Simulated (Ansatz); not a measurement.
Relaxation of ClH5O4Sn (11 atoms, charge 0, multiplicity 1), to a largest force component of 0.03 eV/Å in at most 50 steps.

The calculation used RHF/def2-SVP in Ansatz.

```xyz
11
Properties=species:S:1:pos:R:3
Sn -0.151 -0.110 0.038
O -0.095 -0.120 1.994
H -0.871 0.185 2.444
O 1.657 -0.186 -0.638
H 1.907 -0.992 -1.066
O -1.196 1.395 -0.582
H -1.823 1.219 -1.270
O -1.073 -1.714 -0.571
H -1.209 -2.422 0.042
Cl 1.641 2.580 1.653
H 1.372 1.491 2.354
```

Question: Where does it end, and by what steps?

Answer: It converged. The force dipped under the threshold on the way, but the program's further checks kept it going. After 39 steps the energy has fallen by 0.256 eV; Cl10 moved furthest, 2.36 Å.

| step | energy less start (eV) | largest force component (eV/Å) | accepted |
| --- | --- | --- | --- |
| 0 | 0.0000 | 1.175 | yes |
| 2 | -0.0424 | 0.512 | yes |
| 4 | -0.0660 | 0.275 | yes |
| 6 | -0.0852 | 0.443 | yes |
| 8 | -0.1096 | 0.196 | yes |
| 10 | -0.1315 | 0.377 | yes |
| 12 | -0.1648 | 0.147 | yes |
| 14 | -0.1726 | 0.089 | yes |
| 16 | -0.1825 | 0.253 | yes |
| 18 | -0.1907 | 0.311 | yes |
| 20 | -0.2046 | 0.377 | yes |
| 22 | -0.2126 | 0.373 | yes |
| 24 | -0.2210 | 0.194 | yes |
| 26 | -0.2246 | 0.085 | yes |
| 28 | -0.2312 | 0.266 | yes |
| 30 | -0.2368 | 0.249 | yes |
| 32 | -0.2459 | 0.195 | yes |
| 34 | -0.2510 | 0.337 | yes |
| 36 | -0.2553 | 0.028 | yes |
| 38 | -0.2556 | 0.039 | no |
| 39 | -0.2558 | 0.014 | yes |

```xyz
11
Properties=species:S:1:pos:R:3
Sn -0.391 -0.086 -0.085
O -0.466 0.897 1.608
H -1.104 1.593 1.678
O 1.198 0.335 -1.097
H 2.031 0.258 -0.652
O -1.924 0.515 -1.102
H -1.832 0.615 -2.038
O -0.444 -1.971 0.338
H -0.891 -2.242 1.126
Cl 2.604 0.520 2.273
H 1.375 0.891 2.350
```

Whether the end is a true minimum wasn't checked by a vibrational analysis.

Run time: 2 min on 2 threads of Intel(R) Xeon(R) Platinum 8488C (Sapphire Rapids) (shared host), peak memory 0.34 GiB.
